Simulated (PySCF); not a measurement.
Compound: C₆H₁₀AlNO.
Structure used (PBE0-D3(BJ)/def2-SVP), in Å, numbered top down from 1:
```xyz
19
C6H10AlNO angstrom
C     -3.5880    1.3210   -1.3253
O     -2.3260    0.8209   -1.0834
Al    -1.6395   -0.4937   -0.1823
N      0.3101    0.0800   -0.2886
C      1.0784   -0.3386   -1.2999
C      2.3926    0.0871   -1.4466
C      2.9157    0.9726   -0.5073
C      2.1096    1.4010    0.5453
C      0.8060    0.9278    0.6192
H     -4.1929    0.6605   -1.9805
H     -3.5308    2.3020   -1.8348
H     -4.1774    1.4798   -0.3981
H     -1.8782   -0.4441    1.4077
H     -1.5517   -1.9062   -0.9453
H      0.6083   -1.0371   -1.9976
H      2.9910   -0.2735   -2.2846
H      3.9459    1.3259   -0.5942
H      2.4817    2.0923    1.3029
H      0.1235    1.2197    1.4221
```

Method used: PBE0-D3(BJ)/def2-SVP geometry optimisation, gas phase (PySCF).

Q: Which atoms are bound to Al3, and at what distances?

A: 4 atoms: H14 1.608 Å, H13 1.609 Å, O2 1.735 Å, N4 2.035 Å. The nearest atom not counted as bound is C1, at 2.90 Å.

Q: List the angles at Al3.

A: 
| angle | degrees | distance of the outer atoms (Å) |
| --- | --- | --- |
| H13–Al3–H14 | 120.3 | 2.79 |
| O2–Al3–H14 | 116.2 | 2.84 |
| O2–Al3–H13 | 115.5 | 2.83 |
| N4–Al3–H13 | 100.7 | 2.82 |
| N4–Al3–H14 | 99.8 | 2.80 |
| O2–Al3–N4 | 97.9 | 2.85 |

Q: What is the shape at Al3?

A: Distorted tetrahedral: angles from 97.9° to 120.3°; τ4 = (360° − α − β)/141° = 0.88 with α and β the two widest (0 for a square, 1 for a tetrahedron).

Q: What are the other bond lengths?

A: C1–O2 1.379 Å; N4–C5, N4–C9 1.337 Å; C5–C6, C8–C9 1.389 Å; C6–C7, C7–C8 1.393 Å. (A selection.)

Q: Give some angles away from the centre.

A: C1–O2–Al3 136.7°, Al3–N4–C5 120.1°, C5–N4–C9 119.9°, N4–C5–C6 121.8°, C5–C6–C7 118.6°, C6–C7–C8 119.2°.

Q: What are the rotational constants (commonest isotopes, rigid rotor)?

A: A = 3157, B = 704.7, C = 681.8 MHz: a near-prolate asymmetric top.

Point group: near Cs, missed by 0.31 Å at most; the miss may be what the optimiser left on a soft mode. Charge 0, singlet. No frequency check.

One conformer stands for the species.
